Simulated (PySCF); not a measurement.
Si₄H₈.
SMILES: `[SiH2]1[SiH2][SiH2][SiH2]1`

Jobs on this species (12 atoms, 64 electrons) with PySCF (density fitting). Hardware of each: an Arm Neoverse V2 with one thread, on a shared host. The host was shared with other jobs, so the times are rough. Peak memory is the resident size of the whole Python process, interpreter and libraries included.

| level and settings | work | basis functions | SCF cycles | wall time | peak memory |
| --- | --- | --- | --- | --- | --- |
| delta-SCF UKS HF, pcX-2 on the ionised atom, pcseg-1 elsewhere, spin-free X2C | ΔSCF core ionisation, 2 holes | 154 | ? | ? | ? |
| delta-SCF UKS PBE0, pcX-2 on the ionised atom, pcseg-1 elsewhere, spin-free X2C | ΔSCF core ionisation, 2 holes | 154 | ? | ? | ? |
| delta-SCF UKS B3LYP, pcX-2 on the ionised atom, pcseg-1 elsewhere, spin-free X2C | ΔSCF core ionisation, 2 holes | 154 | 21 | 11 s | 0.48 GiB |
| delta-SCF UKS PBE, pcX-2 on the ionised atom, pcseg-1 elsewhere, spin-free X2C | ΔSCF core ionisation, 2 holes | 154 | 24 | 6.4 s | 0.48 GiB |
| PBE0-D3(BJ)/def2-SVP, grid level 1 | geometry optimisation from a GFN2-xTB start shaken at random | 112 | 27 | 21 s | 0.47 GiB |
| delta-SCF UKS SCAN, pcX-1 on the ionised atom, pcseg-1 elsewhere, spin-free X2C | ΔSCF core ionisation, 2 holes | 134 | 22 | 7.6 s | 0.48 GiB |
| delta-SCF UKS SCAN, pcX-2 on the ionised atom, pcseg-1 elsewhere, spin-free X2C | ΔSCF core ionisation, 2 holes | 154 | 23 | 9.0 s | 0.47 GiB |
| delta-SCF UKS SCAN, pcX-2 on the ionised atom, pcseg-1 elsewhere, non-relativistic | ΔSCF core ionisation, 2 holes | 154 | 24 | 8.8 s | 0.48 GiB |
| delta-SCF UKS SCAN, def2-TZVP on the ionised atom, pcseg-1 elsewhere, spin-free X2C | ΔSCF core ionisation, 2 holes | 131 | 23 | 8.0 s | 0.48 GiB |

Task: Fill in the missing figures.

Result: 
- delta-SCF UKS HF, pcX-2 on the ionised atom, pcseg-1 elsewhere, spin-free X2C; ΔSCF core ionisation, 2 holes: 7.9 s, 0.48 GiB, 23 SCF cycles
- delta-SCF UKS PBE0, pcX-2 on the ionised atom, pcseg-1 elsewhere, spin-free X2C; ΔSCF core ionisation, 2 holes: 12 s, 0.48 GiB, 21 SCF cycles

Task: What do all jobs in the table cost together?

Result: About 92 s; the longest takes about 23 % of that, and about 3.3 times as long as the shortest.
